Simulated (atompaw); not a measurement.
u(r) = r·R(r): atom against pseudo-atom (rhenium (Re))

Columns: radius, all-electron u(r) and pseudo u(r) of the 5d shell (level -5.98 eV) of rhenium in the configuration [Xe] 4f14 5d5 6s1.75 6p0.25; LDA (PW92), scalar-relativistic, PAW (atompaw) scheme, atompaw 4.2.0.5.

```
r (bohr)  all-electron  pseudo
   0.115        0.2325  0.0014
   0.231       -0.0839  0.0113
   0.346       -0.3382  0.0363
   0.462       -0.2892  0.0816
   0.577       -0.0826  0.1477
   0.692        0.1556  0.2326
   0.808        0.3677  0.3316
   0.923        0.5306  0.4353
   1.038        0.6457  0.5352
   1.154        0.7199  0.6232
   1.269        0.7605  0.6907
   1.385        0.7763  0.7346
   1.500        0.7737  0.7536
   1.615        0.7584  0.7511
   1.731        0.7340  0.7324
   1.846        0.7042  0.7040
   1.962        0.6706  0.6706
   2.077        0.6355  0.6355
   2.192        0.5998  0.5998
   2.308        0.5640  0.5640
   2.423        0.5293  0.5293
   2.538        0.4956  0.4956
   2.654        0.4631  0.4631
   2.769        0.4323  0.4323
   2.885        0.4029  0.4029
   3.000        0.3754  0.3754
```

Question: How many radial nodes do the two functions have?

Answer: The all-electron 5d function has n − l − 1 = 2; the pseudo-wave has 0, since the states of the same l below it are removed with the core.

Question: At about which radius was the pseudo-wave matched?

Answer: 2.00 bohr. The columns agree to 0.0005 from 1.85 bohr on; several derivatives are matched, so the curves merge somewhat inside the radius.

Question: Is the pseudo-wave norm-conserving?

Answer: No, it belongs to a PAW set: the norm inside the radius is not constrained, and the difference is carried by the augmentation charge.
